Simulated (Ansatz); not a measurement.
`[F][In]([SH])[O][SiH3]`, charge 0, multiplicity 1.

Task: Give a relaxed structure at PBE0-D4/def2-TZVP (Ansatz). (An estimate is asked.)

Result: Ansatz gave: 
```xyz
9

F    -0.999    1.893   -1.007
In   -0.277    0.109   -1.279
S    -0.251   -0.846   -3.416
O     0.374   -0.706    0.373
Si    0.467   -0.268    1.947
H    -0.821    0.248   -3.954
H    -0.886   -0.025    2.521
H     1.275    0.971    2.118
H     1.117   -1.375    2.697
```
Point group Cs.
This is one stationary point; other conformers may exist.
